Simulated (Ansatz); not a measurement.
`FB(Cl)B1O[SiH]1F`. Charge 0, multiplicity 1.

Z-matrix (Å, degrees):
```
Si
F 1 1.589
B 1 1.894 2 122.8
O 1 1.713 2 112.5 3 -48.6
H 1 1.474 2 106.9 3 -171.7
B 3 1.681 1 162.4 2 80.4
Cl 6 1.752 3 119.0 1 -78.4
F 6 1.317 3 123.0 1 97.6
```

Q: List the harmonic frequencies (cm⁻¹, unscaled) at PBE0-D4/def2-TZVP in Ansatz. (An estimate is asked.)

A: The calculation gave: 45, 66, 128, 197, 259, 289, 446, 493, 553, 561, 723, 812, 842, 947, 1010, 1299, 1429, 2281.

Q: Is this a minimum?

A: Yes, all 18 modes are real.

Q: Give the ideal-gas thermochemistry at 298.15 K and 1 bar (rigid rotor, harmonic oscillator; point group C1, symmetry number 1).

A: Zero-point energy 74.1 kJ/mol; H(298) − E = 97.1 kJ/mol; entropy 381.9 J/(mol·K), of which translation 170.5, rotation 123.5, vibration 87.9; G(298) − E = -16.7 kJ/mol. Modes under 100 cm⁻¹ are hindered rotations or soft bends, so the harmonic entropy is rough.

Q: And at 400, 500, 600, 800 and 1000 K?

A: 
| T (K) | H − E (kJ/mol) | S (J/mol/K) | G − E (kJ/mol) |
| --- | --- | --- | --- |
| 400 | 109.5 | 417.5 | -57.5 |
| 500 | 123.1 | 447.7 | -100.8 |
| 600 | 137.6 | 474.2 | -146.9 |
| 800 | 168.7 | 518.8 | -246.4 |
| 1000 | 201.5 | 555.4 | -353.9 |

Q: Rotational constants (cm⁻¹)?

A: 0.114, 0.02685, 0.02328.
